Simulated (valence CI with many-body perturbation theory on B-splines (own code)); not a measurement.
The numbers below are computed, except where a source is named.
## From CI to CI+MBPT in Zr34+

Level of theory: valence CI with perturbative core correlation (CI+MBPT): four valence electrons over a frozen Dirac-Fock core [He], a basis of 11 s, 11 p, 9 d, 7 f, 5 g, 2 h, 1 i functions for each j, with the one-electron correlation potential Σ1, the two-electron term Σ2, the three-electron term Σ3, Breit, model QED; selected CI, second order for the rest (own B-spline code, finite nucleus).

The last digits are not significant, and no measured levels were compared; by estimate large intervals hold to a few tenths of a per cent, small ones and those within an open d or f shell to about a per cent. Among the levels kept, up to 260 cm⁻¹ of a level comes from second order outside the variational space, and about a tenth of that is noise between levels of different J, which matters for small intervals.

Each rung adds one term. CI alone is the Dirac-Coulomb CI over the frozen core; QED comes last and gives the full result, which names the levels. Energies are above (2s^2 2p1/2^2) J=0 on the same rung, in × 10³ cm⁻¹.

Levels are named by their leading jj configuration (3d3/2^4 stands for four electrons in 3d with j = 3/2), which in mixed levels can hold well under half, so a name can repeat and another be missing. Letters in brackets count levels of one name in rising energy.

| Level | CI alone | + Σ1 | + Σ2 | + Σ3 | + Breit | Full |
| --- | --- | --- | --- | --- | --- | --- |
| (2s^2 2p1/2 2p3/2) J=1 | 675.76 | 676.14 | 675.76 | 675.87 | 659.91 | 661.62 |
| (2s^2 2p1/2 2p3/2) J=2 | 779.50 | 779.90 | 779.69 | 779.62 | 753.85 | 755.59 |
| (2s^2 2p3/2^2) J=2 | 1516.7 | 1517.5 | 1517.3 | 1517.2 | 1480.2 | 1483.4 |
| (2s 2p1/2^2 2p3/2) J=2 | 1625.7 | 1624.5 | 1623.5 | 1623.5 | 1615.3 | 1600.6 |
| (2s^2 2p3/2^2) J=0 | 1726.7 | 1727.5 | 1728.1 | 1727.7 | 1700.6 | 1703.4 |
| (2s 2p1/2^2 2p3/2) J=1 | 1999.1 | 1997.8 | 1996.2 | 1995.7 | 1993.1 | 1978.2 |
| (2s 2p1/2 2p3/2^2) J=2 [a] | 2309.0 | 2308.0 | 2306.9 | 2306.8 | 2290.7 | 2277.1 |
| (2s 2p1/2 2p3/2^2) J=3 | 2500.6 | 2499.7 | 2498.5 | 2498.2 | 2466.3 | 2452.9 |
| (2s 2p1/2 2p3/2^2) J=0 | 2675.5 | 2674.6 | 2673.9 | 2673.4 | 2662.0 | 2648.6 |
| (2s 2p1/2 2p3/2^2) J=1 [a] | 2746.5 | 2745.6 | 2743.8 | 2743.2 | 2725.9 | 2712.5 |
| (2s 2p1/2 2p3/2^2) J=2 [b] | 2829.9 | 2829.0 | 2826.9 | 2826.2 | 2799.9 | 2786.5 |
| (2s 2p1/2 2p3/2^2) J=1 [b] | 2883.1 | 2882.2 | 2879.5 | 2878.6 | 2862.9 | 2849.3 |
| (2s 2p3/2^3) J=2 | 3414.9 | 3414.4 | 3412.8 | 3412.2 | 3378.7 | 3366.7 |
| (2s 2p3/2^3) J=1 | 3723.1 | 3722.5 | 3719.8 | 3718.8 | 3686.9 | 3674.8 |
| (2p1/2^2 2p3/2^2) J=2 | 3931.1 | 3928.6 | 3924.5 | 3923.5 | 3918.4 | 3888.5 |
| (2p1/2^2 2p3/2^2) J=0 | 4159.5 | 4157.0 | 4153.2 | 4152.1 | 4156.4 | 4126.7 |
| (2p1/2 2p3/2^3) J=1 | 4650.2 | 4648.0 | 4644.0 | 4643.1 | 4628.0 | 4599.5 |
| (2p1/2 2p3/2^3) J=2 | 4765.9 | 4763.6 | 4760.0 | 4759.0 | 4735.2 | 4706.6 |
| (2p3/2^4) J=0 | 5617.3 | 5615.5 | 5612.1 | 5611.0 | 5583.1 | 5556.2 |
| (2s^2 2p1/2 3s) J=0 | 20656 | 20658 | 20658 | 20658 | 20625 | 20630 |
| (2s^2 2p1/2 3s) J=1 | 20673 | 20676 | 20675 | 20675 | 20641 | 20646 |
| (2s^2 2p1/2 3p1/2) J=1 | 20966 | 20968 | 20968 | 20967 | 20938 | 20939 |
| (2s^2 2p1/2 3p1/2) J=0 | 21116 | 21118 | 21118 | 21117 | 21090 | 21091 |
| (2s^2 2p1/2 3p3/2) J=1 | 21230 | 21233 | 21232 | 21232 | 21200 | 21200 |
| (2s^2 2p1/2 3p3/2) J=2 | 21255 | 21257 | 21257 | 21256 | 21221 | 21222 |
| (2s^2 2p3/2 3s) J=2 | 21444 | 21447 | 21446 | 21446 | 21395 | 21402 |
| (2s^2 2p3/2 3s) J=1 | 21483 | 21486 | 21485 | 21485 | 21434 | 21441 |
| (2s^2 2p1/2 3d3/2) J=2 | 21528 | 21530 | 21530 | 21530 | 21494 | 21495 |
| (2s 2p1/2^2 3s) J=1 | 21527 | 21528 | 21527 | 21526 | 21509 | 21498 |
| (2s^2 2p1/2 3d3/2) J=1 | 21637 | 21639 | 21639 | 21638 | 21601 | 21602 |
| (2s^2 2p1/2 3d5/2) J=2 | 21656 | 21658 | 21658 | 21658 | 21620 | 21621 |

(1) How does the ionisation energy move along the ladder, and which term matters most?

Answers

(1) CI alone 4565.3, + Σ1 4565.7, + Σ2 4565.6, + Σ3 4565.6, + Breit 4560.7, + QED 4560.9 eV. The largest step is Breit, -4.8 eV. NIST lists 4553 ± 5 eV (semi-empirical).
